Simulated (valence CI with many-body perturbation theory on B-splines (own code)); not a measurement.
**La VI in brief**

Computed by relativistic CI+MBPT: six valence electrons over a frozen Dirac-Fock core [Kr] 4d10, radial functions for each j: 9 s, 9 p, 8 d, 6 f, 3 g, 1 h, with the one-electron correlation potential Σ1, the two-electron term Σ2, the three-electron term Σ3, Breit, model QED; selected CI, second order for the rest, scaled by the run's own slope (own B-spline code, finite nucleus).

With an open or low-lying f shell, different configurations can be misplaced against each other by up to about 5,000 cm⁻¹. No measured spectrum was set against this ion. As an estimate, levels hold to about 250 cm⁻¹ or 0.2 % of their energy and the worst to 1 %, as in measured heavy ions of charge 2 to 7; those with d or f electrons hold less well. Core correlation moves these levels by up to 18000 cm⁻¹, and in measured spectra 5 to 20 % of such shifts remained as error; rates that hang on mixing are uncertain with them. Not all symmetries were solved, so the list stops early. Among the levels kept, up to 1800 cm⁻¹ of a level comes from second order outside the variational space, and about a tenth of that is noise between levels of different J, which matters for small intervals.

Names give the largest LS component (configuration and term), which can be under half, so a name can repeat, a term be missing and a line seem to break the LS rules; names also repeat where a configuration has a term twice.

Rates and lifetimes use the calculated energies. Strong lines usually hold to 10 to 20 %, long lifetimes can be off by a factor of two.

(1) What is the ground level?

(2) Among levels below 167830 cm⁻¹, which E1 lines absorb most strongly from the ground level?

(3) What are the static dipole polarisabilities of the lowest levels?

(4) Name the longest-lived excited levels whose lifetime is computed, and their main decay.

(5) How well does LS coupling describe the low levels?

Answers

(1) 5s²5p⁴ ³P_2, composition 79 % 5s²5p⁴ ³P + 16 % 5s²5p⁴ ¹D, g = 1.415.

(2) to 5s5p⁵ ³P°_2 at 68.35 nm, f = 0.0421; to 5s5p⁵ ³P°_1 at 63.92 nm, f = 0.0246.

(3) 5s²5p⁴ ³P_2 5.00 (tensor 0.081); 5s²5p⁴ ³P_0 5.02; 5s²5p⁴ ³P_1 5.15 (tensor -0.058); 5s²5p⁴ ¹D_2 5.14 (tensor -0.18) bohr³, of which the core gives 0.491.

(4) 5s²5p⁴ ³P_0 at 12846 cm⁻¹ lives 5.77 s, mostly by E2 to 5s²5p⁴ ³P_2; 4f5s²5p³ ³H_6 at 154360 cm⁻¹ lives 48.9 ms, mostly by M1 to 4f5s²5p³ ⁵F_5; 4f5s²5p³ ⁵F_4 at 123970 cm⁻¹ lives 18.4 ms, mostly by E2 to 5s²5p⁴ ³P_2. The lifetime of 4f5s²5p³ ⁵F_5 is too uncertain to give, and may be longer. The lifetime of 4f5s²5p³ ³G_5 is too uncertain to give, and may be longer. The lifetime of 4f5s²5p³ ¹H_5 is too uncertain to give, and may be longer.

(5) Among the lowest 20 levels the leading LS term, summed over configurations, holds 66 % on average. For single configurations the figures are 62 % in LS and 68 % in jj coupling. Terms mix most in the J = 3 level at 128350 cm⁻¹, where the leading one holds 36 %.
